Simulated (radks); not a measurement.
Problem. Method: scalar-relativistic Kohn-Sham, LB94 model potential, spin-polarised, spherical densities, finite nucleus; open shells are filled with parallel spins first (spin-orbit coupling, left out, can overturn this in heavy ions); Fermi nuclear charge, rms radius of each element as measured or else 0.836 A^(1/3) + 0.57 fm; computed with a radial shooting solver on a logarithmic mesh with Libxc functionals. Response by self-consistent Sternheimer equations with the Hartree and adiabatic LDA kernel, the relativistic mass of each level held fixed and spin-orbit coupling left out. For heavy and open-shell atoms this level of theory can miss by tens of per cent. Estimate the static dipole polarisabilities of Os ([Xe] 4f14 5d6 6s2) and Eu ([Xe] 4f7 6s2) and the C6 coefficients of the three pairs.

Solution. alpha = 42.37 and 131.7 bohr^3; C6 = 450.2 (Os-Os), 847.4 (Os-Eu), 1849 (Eu-Eu) hartree bohr^6.
